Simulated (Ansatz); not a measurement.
# From Si to Sn: the atomisation energy (no zero-point term)

Gas-phase molecules, one atom swapped for its congeners: SiH(NH2)3; GeH(NH2)3; SnH(NH2)3. All are singlets with charge 0.

Shapes, held fixed at every level: PBE0-D4/def2-TZVP. Flexible molecules stand in one conformer, not always the lowest. Programs: Ansatz 0.2.0. Values in eV.

```json
{"level": "HF/def2-TZVPP", "SiH(NH2)3": "27.05", "GeH(NH2)3": "24.20", "SnH(NH2)3": "22.21"}
{"level": "PBE0-D4/def2-TZVPP", "SiH(NH2)3": "39.50", "GeH(NH2)3": "36.79", "SnH(NH2)3": "34.84"}
{"level": "r2SCAN0-D4/def2-TZVPP", "SiH(NH2)3": "38.82", "GeH(NH2)3": "36.04", "SnH(NH2)3": "33.99"}
{"level": "wB97X-V/def2-TZVPP", "SiH(NH2)3": "40.04", "GeH(NH2)3": "37.35", "SnH(NH2)3": "35.48"}
{"level": "MP2/def2-SVP", "SiH(NH2)3": "36.29", "GeH(NH2)3": "33.96", "SnH(NH2)3": "31.78"}
{"level": "CCSD(T)/def2-SVP", "SiH(NH2)3": "36.09", "GeH(NH2)3": "33.80", "SnH(NH2)3": "31.66"}
{"level": "CCSD(T)/def2-TZVPP", "SiH(NH2)3": "38.45", "GeH(NH2)3": "36.02", "SnH(NH2)3": "34.07"}
```

At CCSD(T)/def2-TZVPP the atomisation energy falls at every step, from 38.45 to 34.07 eV. Every level shows the same order. For atoms past krypton def2 sets carry core potentials with scalar relativity. Relativity is left out for Ge. Outer-core shells of Ge, Sn are correlated in most correlated rows, in sets that cover them unevenly. Spin-orbit coupling, which grows down the group, is left out (summed over each molecule's free atoms 0.02, 0.12, 0.31 eV). Coupled cluster in double- or triple-zeta sets underbinds by a few per cent against its basis-set limit.
